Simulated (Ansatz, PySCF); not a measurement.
Gas-phase reaction (SMILES): C=CC[Si](O)(O)O [trihydroxy(prop-2-enyl)silane] + F (HF) → O[Si](O)(O)F + C=CC [prop-1-ene]; hydrogen fluoride cleaves one Si-C bond, a model of a ligand-exchange step.

Geometries: B3LYP-D3(BJ)/def2-TZVP minima from Ansatz (a program for electronic structure), one conformer each, not searched for the lowest. Valence correlation only, unless marked. Spin-orbit coupling is left out. Non-relativistic. CBS marks a two-point X^-3 extrapolation of the correlation energy; Hartree-Fock from the larger set. The bracket is a focal-point correction in the basis named. Thermal terms are rigid-rotor harmonic-oscillator values from B3LYP-D3(BJ) frequencies (Ansatz or PySCF) at 298.15 K and 1 atm. 1 Eh = 627.5095 kcal/mol.

```csv
species,"E, RI-MP2/CBS(aug-cc-pV(T+d)Z,aug-cc-pV(Q+d)Z)+[CCSD(T)-MP2]/aug-cc-pV(T+d)Z (Ansatz) (Eh)","E, B3LYP-D3(BJ)/def2-TZVPD (Ansatz + dftd3) (Eh)",H - E (Eh)
C=CC[Si](O)(O)O,-633.73317,-634.65955,0.12450
F (HF),-100.39388,-100.49389,0.01259
O[Si](O)(O)F,-616.43984,-617.24371,0.05355
C=CC,-117.74462,-117.96619,0.08449
```

### Question
Work out ΔE and ΔH at 298.15 K at the first level, then ΔH at the second.

### Answer

1. ΔE = [(-616.43984) + (-117.74462)] - [(-633.73317) + (-100.39388)] = -0.05741 Eh = -36.0 kcal/mol at RI-MP2/CBS(aug-cc-pV(T+d)Z,aug-cc-pV(Q+d)Z)+[CCSD(T)-MP2]/aug-cc-pV(T+d)Z.
2. The terms H - E add up to 0.00095 Eh, so ΔH = (-0.05741 + (0.00095))×627.5095 = -35.4 kcal/mol.
3. At B3LYP-D3(BJ)/def2-TZVPD the same steps give ΔE = -35.4 and ΔH = -34.8 kcal/mol, a shift of +0.6 from the first level.
4. These values are not checked against measurement here, since the tables used lack a sound gas-phase enthalpy of formation for at least one species.
